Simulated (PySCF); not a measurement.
**Exercise with solution: chemical shift, span and skew from a shielding tensor**

4-methyl-2H-pyrrole (C5H7N), SMILES C1(C)=CCN=C1. Atoms are numbered in the order given.

```xyz
13

C      0.0219    -2.1949     0.0000
C      0.0646    -0.7002     0.0000
C      1.1269     0.1373     0.0000
C      0.5966     1.5408     0.0000
N     -0.8564     1.4397     0.0000
C     -1.1237     0.1805     0.0000
H     -0.5144    -2.5772     0.8852
H     -0.5144    -2.5772    -0.8852
H      1.0323    -2.6286     0.0000
H      2.1822    -0.1396     0.0000
H      0.9253     2.1245    -0.8807
H      0.9253     2.1245     0.8807
H     -2.1592    -0.1845     0.0000
```

Coordinates come from a B3LYP-D3(BJ)/def2-SVP optimisation. Other conformers were not sampled.

GIAO shieldings from HF/pcSseg-1 (PySCF), non-relativistic, no solvent. The symmetric part of the tensor of C3 has the principal values -91.2, 41.0, 153.1 ppm. The same nucleus in TMS has σ = 192.6 ppm at this level (PySCF, at its B3LYP-D3(BJ)/def2-TZVP geometry).

### Question
Work out the isotropic shielding, the ¹³C shift against TMS, the span and the skew.

### Answer

σ(iso) = (σ11 + σ22 + σ33)/3 = 34.3 ppm. δ = σ(ref) − σ(iso) = 192.6 − (34.3) = 158.3 ppm.
Span Ω = σ33 − σ11 = 244.3 ppm. Skew κ = 3(σ(iso) − σ22)/Ω = -0.08. Tumbling in solution averages the tensor to δ; in a static solid the shielding alone would spread this spin-1/2 line over Ω.
